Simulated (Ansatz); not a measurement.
Compare A (`[CH3][Al]([F])[CH2]F`) with its isomer B (`C[CH2][Al]([F])[F]`).

Gas-phase electronic energies from Ansatz, PBE0-D4/def2-TZVP geometries. CCSD(T)/CBS adds triple-zeta CCSD(T) − MP2 to the extrapolated MP2 energy (def2 sets, frozen cores). DFT in def2-TZVPP. B3LYP here is the variant with VWN-RPA as its local correlation; programs differ in this. Each species was taken in one conformer, which may not be the lowest.

**Question.** Which is lower in electronic energy at CCSD(T)/CBS, and by how much? (Estimate.)

**Answer.** Computed: B, by 59.6 kcal/mol.

**Question.** Give E(B) − E(A) in kcal/mol with B3LYP-D4, r2SCAN-D4, PBE0-D4, CCSD/def2-TZVPP, ωB97M-V, PBE-D4, CCSD(T)/def2-TZVPP. (Best estimate.)

**Answer.** Ansatz gave: B3LYP-D4 -56.5, r2SCAN-D4 -57.3, PBE0-D4 -56.3, CCSD/def2-TZVPP -59.4, ωB97M-V -56.7, PBE-D4 -54.6, CCSD(T)/def2-TZVPP -59.2. None reverses the order clearly.

Largest T1 diagnostic: 0.012.

In def2-TZVPP, CCSD(T) changes the Hartree–Fock value by −0.7 kcal/mol (the triples alone add +0.2 kcal/mol) and MP2 by −3.5 kcal/mol. From PBE to PBE0 (25 % exact exchange), in def2-TZVPP and without D4, E(B) − E(A) moves by −1.8 kcal/mol.
